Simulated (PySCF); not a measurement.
Structure problem from calculated spectra and properties.

Formula: CH7NOSi2.

* Polarisability: 74.5 au [PBE0/def2-SVPD]
* UV, first state: lowest singlet excitation: 3.98 eV (311 nm, f = 0.000) [TDDFT PBE0/def2-SVPD]
* Dipole: 1.47 D [PBE0/def2-SVPD]
* 1H NMR: chemical shifts (computed TMS as zero) by class: 8.79 (1 H), 8.66 (1 H), 5.28 (2 H), 5.22 (3 H) ppm [GIAO PBE0/pcSseg-1]
* Rotational structure: rotational constants A, B, C: 7.851, 1.479, 1.305 GHz [GFN2-xTB]
* Triplet: lowest triplet excitation (Tamm–Dancoff): 3.35 eV [TDA PBE0/def2-SVPD]
* UV, strongest line: among the 6 lowest singlet transitions: S3 at 6.43 eV (193 nm, f = 0.048) [TDDFT PBE0/def2-SVPD]
* NMR, other nuclei: isotropic shieldings of nuclei other than C and H, by class: -165 (1 N), 313 (1 O), 390 (1 Si), 393 (1 Si) ppm [GIAO PBE0/pcSseg-1]
* 13C NMR: chemical shifts (computed TMS as zero) by class: 171.0 (1 C) ppm [GIAO PBE0/pcSseg-1]

The electronic properties come from PySCF, for the isolated species, density fitting. Levels stand in brackets. Geometry: GFN2-xTB, one conformer, isolated molecule. NMR values are class means; diastereotopic atoms form classes of their own.

Question: Give a SMILES that accounts for the data.

Answer: Numbering: `[CH2:1]=[N:2][SiH2:3][O:4][SiH3:5]`. Its formula, CH7NOSi2, gives 1 degree of unsaturation: 0 rings and 1 π bond in the structure found. The one carbon: C=N carbon [C1] (171.0 ppm). Hydrogen classes from least to most shielded: 1 H on a C=N carbon, C1 (8.79 ppm), 1 H on a C=N carbon, C1 (8.66 ppm), 2 H on an oxygen-bound silicon, Si3 (5.28 ppm), 3 H on an oxygen-bound silicon, Si5 (5.22 ppm). The other shieldings belong to: -165 ppm, C=N nitrogen [N2]; 313 ppm, siloxane oxygen [O4]; 390 ppm, oxygen-bound silicon [Si3]; 393 ppm, oxygen-bound silicon [Si5]. S1 is mainly HOMO→LUMO (weight 0.98); the largest Löwdin shares of the orbital it empties are 0.56 on the C=N nitrogen, 0.17 on the C=N carbon, 0.10 on an oxygen-bound silicon and 0.07 on a hydrogen on a C=N carbon, of the orbital it fills 0.41 on the C=N carbon, 0.32 on the C=N nitrogen, 0.07 on an oxygen-bound silicon and 0.06 on a hydrogen on a C=N carbon. The optimised geometry has point group C1 and is an asymmetric top. Structure: `C=N[SiH2]O[SiH3]`. Computed isomers that give other values at the same levels: `O=CN([SiH3])[SiH3]` (1H chemical shifts (computed TMS as zero) by class: 8.28 (1 H), 4.64 (6 H) ppm); `NC(=O)[SiH2][SiH3]` (13C chemical shifts (computed TMS as zero) by class: 183.0 (1 C) ppm); `O=CN[SiH2][SiH3]` (1H chemical shifts (computed TMS as zero) by class: 8.24 (1 H), 4.63 (2 H), 4.22 (1 H), 4.00 (3 H) ppm). The assignments are read from this structure; whether some other isomer fits the data as well wasn't checked.

Shape of the structure used: `[CH2:1]=[N:2][SiH2:3][O:4][SiH3:5]`: C1–N2–Si3–O4 132°, N2–Si3–O4–Si5 61°.
